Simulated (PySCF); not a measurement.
NMR data simulated for an unnamed compound:

¹H NMR (400 MHz, computed): δ 7.95 (m, 1H), 5.54 (m, 2H), 5.09 (m, 2H).

¹³C{¹H} NMR (computed): δ 178.9 (C), 171.8 (CH), 139.2 (C), 77.5 (CH2).

Single conformer, no solvent, averaged over atoms made equivalent by symmetry, fast rotation or ring inversion, relativity neglected. Structure optimised with GFN2-xTB; GIAO PBE0/pcSseg-1 shieldings; PySCF.

Shifts are taken against calculated references (same method and geometry level): ¹H, ¹³C against TMS.

Which of these does the molecule contain: a non-aromatic C=C double bond, an ester, a benzene ring, an NH or NH2 group, a (CH3)2CH unit, a Si–H bond?

## Answers


- A non-aromatic C=C double bond: yes.
- An ester: yes (δC 178.9).
- A benzene ring: no.
- An NH or NH2 group: no.
- A (CH3)2CH unit: no.
- A Si–H bond: yes (δH 5.54 (m)).

The data belong to `O=C1OCC=C1[SiH2]F`, C$_{4}$H$_{5}$FO$_{2}$Si; they needn't prove each group on their own.

Carbon signals by region: 2 in the far downfield region (above 160 ppm), 1 in the sp2 and nitrile region (100–160 ppm), 1 at 50–100 ppm. Above 160 ppm: 178.9, ester carbonyl carbon, 171.8, β carbon of a C=C–C=O unit.

Splittings by ¹⁹F in the carbon and heteronuclear signals aren't shown, as no couplings were computed. Shifts are as computed. Against solution values, carbons near 30 ppm lie about +3 ppm off and those near 130 ppm about +5 ppm. Of 1211 compounds with measured shifts, 218 miss one by over three times the rms of a fit or turn the order of signals round; such compounds aren't used in these exercises. Multiplicities follow the n + 1 count of equivalent neighbours, as no J values were calculated; m marks all less simple cases, F and P coupling included.
